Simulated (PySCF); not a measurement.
Simulated C 1s region for dimethyl malonate, `C(CC(OC)=O)(OC)=O`, binding energy against the vacuum level.

Every computed line was given a Gaussian of 0.7 eV full width at half maximum and an area set by the number of equivalent atoms; the highest printed point is 100. Computed with delta-SCF UKS SCAN, pcX-2 on the ionised atom, pcseg-1 elsewhere, spin-free X2C in PySCF 2.14.0.

(binding energy (eV), intensity): (290.6, 0), (290.7, 1), (290.8, 1), (290.9, 3), (291.0, 7), (291.1, 12), (291.2, 21), (291.3, 31), (291.4, 40), (291.5, 48), (291.6, 50), (291.7, 47), (291.8, 40), (291.9, 32), (292.0, 26), (292.1, 24), (292.2, 30), (292.3, 42), (292.4, 60), (292.5, 79), (292.6, 94), (292.7, 100), (292.8, 95), (292.9, 81), (293.0, 61), (293.1, 41), (293.2, 25), (293.3, 14), (293.4, 7), (293.5, 3), (293.6, 1), (293.7, 1), (293.8, 1), (293.9, 2), (294.0, 5), (294.1, 12), (294.2, 22), (294.3, 37), (294.4, 57), (294.5, 77), (294.6, 93), (294.7, 100), (294.8, 96), (294.9, 83), (295.0, 64), (295.1, 44), (295.2, 27), (295.3, 15), (295.4, 7), (295.5, 3), (295.6, 1), (295.7, 0)

**Question.** How many maxima does the curve show, and how many computed lines lie under it?

**Answer.** The curve has 3 maxima (at 291.6, 292.7 and 294.7 eV). Under it lie 3 lines from 3 inequivalent carbon sites.

**Question.** Decompose the envelope and assign each component. Numbering: `[CH3:1][O:2][C:3](=[O:4])[CH2:5][C:6](=[O:7])[O:8][CH3:9]`.

**Answer.** 
| position (eV) | relative area | line | atoms | environment |
| --- | --- | --- | --- | --- |
| 291.59 | 1 | C 1s | C5 | sp3 carbon next to a carbonyl |
| 292.71 | 2 | C 1s | C1/C9 | methoxy carbon |
| 294.72 | 2 | C 1s | C3/C6 | ester carbonyl carbon |

**Question.** What are the centre and the root-mean-square width of the whole band?

**Answer.** The area-weighted mean of the lines is 293.29 eV. Their own spread about it is 1.24 eV (rms) and each Gaussian has σ = 0.7/2.355 = 0.30 eV; the variances add, which gives 1.27 eV.

Lowest listed C 1s: C5, bonded to 2 C and 2 H. Highest, 3.13 eV above it: C3/C6, bonded to O (double bond), O and C. Summing the Pauling electronegativity differences to the bonded atoms, each weighted by its formal bond order, gives -0.70 for the lowest site and +2.67 for the highest; no listed site has a larger sum than the highest.

No satellites, vibrations or lifetime broadening are included. Topologically equivalent atoms share the value of their first member; where this conformer doesn't relate them by symmetry, their own values could differ. Isolated species at its PBE0-D3(BJ)/def2-SVP geometry (one conformer only).

Hardware: an Arm Neoverse V2 with one thread, shared host. Cost: 56 s of wall time.

Conformer computed: `[CH3:1][O:2][C:3](=[O:4])[CH2:5][C:6](=[O:7])[O:8][CH3:9]`: C1–O2–C3–O4 0°, O2–C3–C5–C6 -137°, C3–C5–C6–O7 59°, C5–C6–O8–C9 180°.
